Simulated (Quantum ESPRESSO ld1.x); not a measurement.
Ir3+, 74 electrons, occupied as [Xe] 4f14 5d6. Calculated with ld1.x of Quantum ESPRESSO 7.5: Dirac Kohn-Sham, revPBE, spin-unpolarised, spherical densities, point nucleus; open shells fill j = l - 1/2 first.

Spin-orbit splittings of the eigenvalues, e(l+1/2) - e(l-1/2), with zeta = 2 splitting/(2l+1) and mean radii in bohr:

shell  occ.  splitting (eV)  zeta (eV)  <r> j=l-1/2  <r> j=l+1/2
2p        6            1628       1085      0.06017      0.06848
3p        6           356.4      237.6       0.1801       0.1954
3d       10               ?          ?       0.1705       0.1752
4p        6           84.28      56.19       0.4267       0.4603
4d       10           15.64      6.257       0.4719       0.4831
4f       14           3.121     0.8916       0.5311       0.5387
5p        6           13.70      9.132        1.060        1.155
5d        6           1.444     0.5778        1.522        1.567
5f        0         0.01793   0.005124        4.163        4.177
6p        0           1.813      1.209        2.799        3.007
6d        0          0.2139    0.08556        4.148        4.212

Estimate the 3d splitting.

Answer. 77.01 eV (zeta = 30.80 eV).
